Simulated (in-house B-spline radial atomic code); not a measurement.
Computed with a B-spline radial atomic code. Model: two electrons, singlet ground state, non-relativistic, full CI in B-splines with partial waves to l = 8 (at full coupling up to 3e-4 hartree above the limit, correlation up to 0.6 % small), density held at that of full coupling by Lieb maximisation.

Along the adiabatic connection the electron repulsion is scaled by a coupling λ while a local potential keeps the density fixed. At λ = 0 the system is the Kohn-Sham one and W equals the exchange energy; the exchange-correlation energy is the area under W between 0 and 1. The kinetic energy rises with λ as the electrons avoid each other, with dT/dλ = −λ dW/dλ.

Command:
```bash
python run_ac.py task.json out
```
Settings (lengths in bohr, energies in hartree):
```
potential              dot
strength               0.183
lmax                   8
second                 0.3
```

Time taken, with all properties: 16 s on 1 thread of Intel(R) Xeon(R) Processor @ 2.30GHz (shared host).

**W = mean repulsion less Hartree energy, and W of three functionals.**

Given: confinement charge in harmonic well; well frequency 0.183 hartree; nuclear charge 0.3; external potential omega^2 r^2/2 - Z/r.

Computed: LDA exchange minus exact 49.567 millihartree; PBE exchange minus exact 14.207 millihartree.

| coupling | W xc (hartree) | W xc minus exchange (millihartree) | kinetic minus Kohn-Sham (millihartree) | LDA (PW92) W minus its exchange (millihartree) | PBE W minus its exchange (millihartree) | SCAN W minus its exchange (millihartree) |
| --- | --- | --- | --- | --- | --- | --- |
| 0 | -0.33824 | 0 | 0 | 0 | 0 | 0 |
| 0.02 | ? | ? | ? | ? | ? | ? |
| 0.05 | -0.34288 | -4.638 | 0.11 | -18.33 | -6.64 | -4.5 |
| 0.12 | -0.34886 | -10.62 | 0.62 | -33.11 | -14.83 | -10.19 |
| 0.25 | -0.3586 | -20.361 | 2.4 | -51.98 | -27.46 | -19.42 |
| 0.4 | -0.36803 | -29.79 | 5.45 | -67.59 | -39.19 | -28.44 |
| 0.6 | -0.37829 | -40.049 | 10.54 | -83.13 | -51.69 | -38.48 |
| 0.8 | ? | ? | ? | ? | ? | ? |
| 1 | -0.39339 | -55.154 | 22.43 | -104.81 | -70.14 | -53.82 |
| 1.4 | -0.40397 | -65.729 | 35 | -119.79 | -83.39 | -65.04 |
| 2 | -0.41502 | -76.782 | 53.57 | -135.69 | -97.78 | -77.14 |
| 3 | -0.42674 | -88.501 | 82.38 | -153.22 | -113.95 | -90.16 |
| 4.5 | -0.43713 | -98.894 | 120.65 | -169.67 | -129.33 | -101.44 |
| 7 | -0.4468 | -108.56 | 174.99 | -186.01 | -144.78 | -111.1 |
| 10 | -0.45339 | -115.16 | 230.19 | -197.87 | -156.06 | -116.89 |

(1) What belongs in the row 0.02?

(2) What belongs in the row 0.8?

(3) What is the SCAN exchange minus exact?

**Energy parts, natural occupations and partial-wave weights.**

Computed: exchange energy -0.33824 hartree; correlation energy -0.032727 hartree; kinetic part of the DFT correlation energy 0.022427 hartree; initial slope twice GL2 -0.095977 hartree; kinetic part over minus potential part 0.40663; Kohn-Sham kinetic 0.26885 hartree; Lieb Oxford ratio E_xc over LDA exchange 1.2851.

| natural | occupation of the shell (electrons) |
| --- | --- |
| s | 1.9129 |
| p | 0.07641 |
| s | 0.0087179 |
| d | 0.0012487 |
| p | ? |
| f | 0.00013421 |

(4) What belongs in the row p?

```json
{"wave": "s", "weight": "0.96082"}
{"wave": "p", "weight": "0.038425"}
{"wave": "d", "weight": "0.00065573"}
{"wave": "f", "weight": "?"}
{"wave": "g", "weight": "1.5986e-05"}
```

(5) What belongs in the row f?

(6) What is the total energy?

(7) What is the Hartree energy?

## Answers

(1) W xc (hartree): -0.34013; W xc minus exchange (millihartree): -1.894; kinetic minus Kohn-Sham (millihartree): 0.02; LDA (PW92) W minus its exchange (millihartree): -9.39; PBE W minus its exchange (millihartree): -2.73; SCAN W minus its exchange (millihartree): -1.86.

(2) W xc (hartree): -0.38657; W xc minus exchange (millihartree): -48.333; kinetic minus Kohn-Sham (millihartree): 16.31; LDA (PW92) W minus its exchange (millihartree): -95.12; PBE W minus its exchange (millihartree): -61.77; SCAN W minus its exchange (millihartree): -46.8.

(3) 1.6458 millihartree.

(4) occupation of the shell (electrons): 0.00041718.

(5) weight: 7.4659e-05.

(6) 0.5629 hartree.

(7) 0.67648 hartree.

Half-way to full coupling W has made 63 % of its drop, against 50 % for a straight line, and second-order (GL2) theory, half the initial slope, overshoots the correlation energy by about 47 %: a marked bend. Over couplings 0 to 1 the errors in E_xc come to about +12 millihartree for LDA, +4.5 millihartree for PBE, +2.8 millihartree for SCAN, so SCAN is nearest. In LDA and PBE the errors of exchange and correlation have opposite signs, so the sum is smaller than the larger of the two.
